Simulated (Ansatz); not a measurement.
`CCBO[SiH3]`, relaxed with RKS PBE0-D4/def2-TZVP in Ansatz 0.2.0 from a PBE-D4/def2-SVP geometry. The force threshold is 0.005 eV/Å; the program also tests the step.

Charge 0, multiplicity 1.

Start:

```xyz
14

C     1.520    1.083    1.632
C     1.333    0.254    0.352
B    -0.129   -0.263    0.086
O    -0.600   -0.365   -1.193
Si   -2.093   -0.911   -1.785
H     2.585    1.324    1.825
H     1.133    0.545    2.524
H     0.972    2.047    1.575
H     1.945   -0.681    0.429
H     1.730    0.783   -0.541
H    -0.859   -0.620    1.011
H    -2.931   -1.477   -0.670
H    -1.815   -1.969   -2.813
H    -2.791    0.249   -2.433
```

```csv
step,energy (eV),largest force (eV/Å),largest move (Å)
1,-12816.8988,0.835,0.000
2,-12816.9587,0.532,0.038
3,-12816.9704,0.095,0.022
4 (rejected),-12816.9702,0.110,0.018
5,-12816.9710,0.031,0.009
6,-12816.9714,0.012,0.026
7,-12816.9716,0.022,0.028
8,-12816.9717,0.017,0.029
9,-12816.9719,0.031,0.045
10,-12816.9721,0.033,0.024
11,-12816.9723,0.030,0.022
12,-12816.9724,0.028,0.032
13,-12816.9725,0.013,0.006
14,-12816.9725,0.035,0.007
15,-12816.9726,0.011,0.008
16,-12816.9726,0.005,0.012
17,-12816.9726,0.007,0.018
18,-12816.9726,0.006,0.012
19,-12816.9726,0.004,0.001
```

End:

```xyz
14

C     1.531    1.014    1.656
C     1.298    0.313    0.322
B    -0.158   -0.204    0.082
O    -0.622   -0.365   -1.183
Si   -2.059   -0.929   -1.773
H     2.582    1.272    1.804
H     1.224    0.383    2.494
H     0.955    1.941    1.724
H     1.933   -0.586    0.267
H     1.622    0.935   -0.520
H    -0.884   -0.501    1.002
H    -2.973   -1.289   -0.658
H    -1.782   -2.121   -2.610
H    -2.667    0.136   -2.607
```

It took 74 s on 4 threads of a server CPU on a shared host, with 0.58 GiB of host memory at the peak.
